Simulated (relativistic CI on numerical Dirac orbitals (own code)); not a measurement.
Computed by Dirac-Coulomb-Breit CI, orbitals from a KLI potential per configuration, a model potential for QED, unscaled Slater integrals (own radial code, finite nucleus).

Configuration list (outside the closed core [Ne]): 3s2 3p6 3d3, 3s2 3p5 3d4, 3s 3p6 3d4, 3s2 3p6 3d2 4s, 3s2 3p6 3d2 4p, 3s2 3p6 3d2 4d, 3s2 3p5 3d3 4s, 3s2 3p6 3d2 4f, 3s2 3p5 3d3 4p, 3s 3p6 3d3 4s, 3p6 3d4 4p, 3s 3p6 3d3 4p, 3s2 3p6 3d 4s 4p, 3s2 3p6 3d2 5s, 3s 3p6 3d3 4d, 3s2 3p6 3d2 5p, 3s2 3p6 3d 4p 4d, 3s2 3p6 3d2 5f, 3s 3p6 3d2 4s 4p, 3p6 3d5, 3p5 3d6, 3p5 3d5 4s, 3p6 3d4 4s, 3p5 3d4 4s2, 3s2 3p6 3d 4s2, 3s2 3p6 4s2 4p, 3s2 3p6 4s2 4d, 3s2 3p6 3d 4p2, 3s2 3p6 4s 4p2, 3s2 3p6 4p3, 3s2 3p6 4p2 4d, 3s2 3p5 3d 4s 4p2. Double excitations out of closed p, d and f shells are left out; levels of such configurations are missing from the list, as are those of other unlisted configurations, and high levels can miss mixing partners. These lack a partner that the ground configuration has and come out too high: 3s2 3p5 3d3 4p.

At this charge energies of transitions that change n are usually good to better than 1 %, and those within a shell (Δn = 0) to a few per cent.

Outline of the computed level scheme of Hf LII. Lowest level of each configuration: 3s2 3p6 3d3 4F_3/2 at 0.000 eV; 3s2 3p5 3d4 4P°_3/2 at 275.577 eV.

Some strong electric-dipole decays among the lowest 45 levels: 3s2 3p5 3d4 2D°_3/2 → 3s2 3p6 3d3 4F_3/2 (1.4e+12 s⁻¹); 3s2 3p5 3d4 4G°_5/2 → 3s2 3p6 3d3 4F_3/2 (1.2e+12 s⁻¹); 3s2 3p5 3d4 4D°_1/2 → 3s2 3p6 3d3 4F_3/2 (8.4e+11 s⁻¹); 3s2 3p5 3d4 4F°_3/2 → 3s2 3p6 3d3 4F_3/2 (1.3e+11 s⁻¹); 3s2 3p5 3d4 4F°_7/2 → 3s2 3p6 3d3 4F_5/2 (2.0e+10 s⁻¹); 3s2 3p5 3d4 4F°_7/2 → 3s2 3p6 3d3 4F_5/2 (1.7e+10 s⁻¹); 3s2 3p5 3d4 4F°_5/2 → 3s2 3p6 3d3 4F_3/2 (1.4e+10 s⁻¹); 3s2 3p5 3d4 4F°_3/2 → 3s2 3p6 3d3 4P_3/2 (1.1e+10 s⁻¹).

LS names give the leading component of a level, which can be under half, so a name can repeat, a term be missing and a line seem to break the LS rules.
